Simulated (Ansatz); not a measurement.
The cluster HW₂. Total charge 0; doublet. Geometry PBE-D4/def2-TZVP; atoms count from 1.

```xyz
3

W    -0.770    0.560    1.252
W     0.842   -0.261    0.101
H    -0.073   -0.299   -1.353
```

In the def2 sets W takes a core potential; there is no spin–orbit coupling. The charge 0 doublet is spin-contaminated (final ⟨S²⟩ up to 2.41, 0.75 for a pure state). The geometry of the doublet was relaxed on an unsound state (⟨S²⟩ 1.76, where a pure state has 0.75). The structure comes from a short search, and lower isomers may exist.

Estimate the Mulliken populations from the PBE0/def2-TZVP orbitals of Ansatz.


| atom | charge (e) | spin (α − β) | d electrons |
| --- | --- | --- | --- |
| W1 | 0.05 | 3.56 | 4.82 |
| W2 | 0.05 | -2.66 | 4.81 |
| H3 | -0.11 | 0.10 | – |
Mulliken values and Mayer orders depend strongly on the basis.

Where does the spin sit?

Summed by element: W 0.90, H 0.10, of 1 unpaired in all. Largest on single atoms: W1 3.56, W2 -2.66, H3 0.10.

And the Mayer bond orders between bonded heavy atoms (over 0.3)?

W1–W2 3.37 (2.14 Å).
